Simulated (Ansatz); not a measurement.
Reaction R1 + R2 → P1 + P2, each structure at its B3LYP-D3(BJ)/def2-TZVP stationary point, reached from a drawn start (curvature not checked).
P1: CH4 (SMILES C), charge 0, multiplicity 1.
R1, H2O (SMILES O) (charge 0, multiplicity 1):
```json
[
 {"atom": "O", "x (Å)": "0.0000", "y (Å)": "0.0000", "z (Å)": "0.3896"},
 {"atom": "H", "x (Å)": "0.0000", "y (Å)": "0.7650", "z (Å)": "-0.1949"},
 {"atom": "H", "x (Å)": "0.0000", "y (Å)": "-0.7650", "z (Å)": "-0.1949"}
]
```
P2: H6OSi2 (SMILES [SiH3]O[SiH3]), charge 0, multiplicity 1.
R2, CH8Si2 (SMILES [SiH3]C[SiH3]) (charge 0, multiplicity 1):
```xyz
11

Si     1.43675     0.70816     0.01131
C      0.22876    -0.72180    -0.12805
Si    -1.57943    -0.25788     0.06854
H      2.83444     0.24158    -0.15741
H      1.15031     1.72241    -1.03141
H      1.31345     1.35344     1.34038
H      0.48278    -1.47006     0.62887
H      0.36364    -1.20065    -1.10266
H     -1.97139     0.72261    -0.97214
H     -1.80819     0.35357     1.39964
H     -2.45104    -1.45127    -0.05717
```

P less R. No zero-point or thermal terms.

Frozen-core correlation throughout.

Run with Ansatz (an electronic-structure program) with Gaussian orbitals. All values are computed, each at the level named.

Question: What is the computed reaction energy (CCSD(T)/cc-pV(T+d)Z)?

Answer: -2.06 eV

Question: Give the reaction energy at the level MP2/cc-pV(D+d)Z.

Answer: -1.90 eV

Question: What reaction energy does BLYP/def2-TZVPP give?

Answer: -2.10 eV
